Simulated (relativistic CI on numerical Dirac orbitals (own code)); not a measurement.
# Sr: calculation against measurement

Calculated at this level of theory: Dirac-Coulomb-Breit CI, separate exchange-only KLI orbitals for each configuration, a model potential for QED, valence Slater integrals scaled by 0.85, P86 correlation estimate, and configurations built on the next ion tied to the tabulated ionisation energy (semi-empirical) (own radial code, finite nucleus).

Configurations in the expansion (outside the closed core [Kr]): 5s2, 5s 5p, 5s 4d, 5s 6s, 4d 5p, 5s 5d, 5p2, 5s 6p, 5s 6d, 5s 7s, 5s 5f, 5s 6f, 4d2, 5s 4f, 5s 7p, 5s 5g, 5s 7d, 5d2, 4d 5d, 5p 5d, 4d 6s. Levels of other configurations are missing.

```csv
Configuration,Term (tabulated),J,Measured (cm⁻¹),Computed,Error,Purity (%)
5s2,1S,0,0.0,0,0,94
5s 5p,3P°,0,14317.5,11909,-2409,98
5s 5p,3P°,1,14504.4,12074,-2431,98
5s 5p,3P°,2,14898.6,12414,-2485,98
5s 4d,3D,1,18159.1,17879,-280,100
5s 4d,3D,2,18218.8,17898,-321,100
5s 4d,3D,3,18319.3,17927,-393,100
5s 4d,1D,2,20149.7,19726,-423,84
5s 5p,1P°,1,21698.5,19861,-1838,81
5s 6s,3S,1,29038.8,28544,-495,100
5s 6s,1S,0,30591.8,29929,-663,95
4d 5p,3F°,2,33266.9,32354,-913,76
4d 5p,3F°,3,33589.7,32599,-991,99
4d 5p,1D°,2,33826.9,32690,-1137,76
4d 5p,3F°,4,33919.3,32824,-1096,99
5s 5d,1D,2,34727.5,34176,-552,77
5s 5d,3D,1,35006.9,34670,-337,100
5s 5d,3D,2,35022.0,34688,-334,99
5s 5d,3D,3,35045.1,34714,-331,100
5p2,3P,0,35193.5,33384,-1809,75
5p2,3P,1,35400.1,33552,-1849,76
5p2,3P,2,35674.7,33814,-1861,73
4d 5p,3D°,1,36264.2,35737,-527,99
4d 5p,3D°,2,36381.8,35803,-578,99
4d 5p,3D°,3,36559.5,35913,-647,99
4d 5p,3P°,0,37292.1,37002,-291,91
4d 5p,3P°,1,37302.8,36993,-309,91
4d 5p,3P°,2,37336.6,36975,-361,91
```

Measured levels from NIST Handbook of Basic Atomic Spectroscopic Data (Sansonetti and Martin, J. Phys. Chem. Ref. Data 34, 1559 (2005)); pairs were made by configuration, J and term (by order where the table uses no LS term), so strongly mixed levels may be paired wrongly.

Mean error by configuration (cm⁻¹): 5s 5p -2291; 5s 4d -354; 5s 6s -579; 4d 5p -685; 5s 5d -388; 5p2 -1839. Over the excited levels the mean absolute error is 950 cm⁻¹ (27 of the 27 excited levels that our extract of the source holds in range could be paired), and the median relative error of those above 1,000 cm⁻¹ is 2.1 %.

Transition probabilities of persistent lines. The last column rescales the computed rate by the cube of measured over computed energy:

```
λ measured (Å)     Lower        Upper  A tabulated (s⁻¹)  A computed  A rescaled
   4607.33 air  5s2 1S_0  5s 5p 1P°_1           2.01e+08    1.81e+08    2.36e+08
   6892.59 air  5s2 1S_0  5s 5p 3P°_1           4.80e+04    1.50e+04    2.61e+04
```
